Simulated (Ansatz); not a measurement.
The cluster Os₂O₂⁺, relaxed as a doublet with UKS PBE0-D4/def2-TZVP in Ansatz, starting from the GFN1-xTB geometry. Force threshold 0.02 eV/Å.

In the def2 sets Os takes a core potential; there is no spin–orbit coupling. The charge 1 doublet is spin-contaminated (final ⟨S²⟩ up to 2.53, 0.75 for a pure state). The structure comes from a short search, and lower isomers may exist.

Start:

```
atom    x (Å)    y (Å)    z (Å)
 Os1   0.1226   0.5843   1.8099
 Os2  -0.2323  -0.0564  -0.4931
  O3   1.0675  -0.3354   0.6137
  O4  -0.9577  -0.1925  -1.9305
```

| step | energy (eV) | largest force component (eV/Å) | SCF passes |
| --- | --- | --- | --- |
| 1 | -9015.4871 | 7.302 | 42 |
| 2 | -9016.1309 | 1.632 | 50 |
| 3 | -9016.2082 | 0.618 | 51 |
| 4 | -9016.2669 | 0.784 | 58 |
| 5 | -9016.2746 | 0.602 | 55 |
| 6 | -9016.2877 | 0.130 | 53 |
| 7 | -9016.2888 | 0.141 | 48 |
| 8 | -9016.2903 | 0.049 | 48 |
| 9 | -9016.2921 | 0.812 | 63 |
| 10 | -9016.3054 | 0.557 | 51 |
| 11 | -9016.3299 | 0.915 | 61 |
| 12 | -9016.3448 | 0.355 | 50 |
| 13 | -9016.3469 | 0.060 | 48 |
| 14 | -9016.3470 | 0.015 | 44 |

Force components are those of the run's own axes.

End:

```xyz
4

Os    0.045    0.656    1.675
Os   -0.349   -0.440   -0.436
O     1.239   -0.273    0.662
O    -0.935    0.057   -1.901
```

By distances, no bond broke or formed. The bond that changes most is Os2–O3, from 1.73 to 1.94 Å (atoms count from 1).

No frequencies were taken in this run, so the end may be a saddle point.

Run time 50 s (4 threads of Arm Neoverse V1 on a shared host).
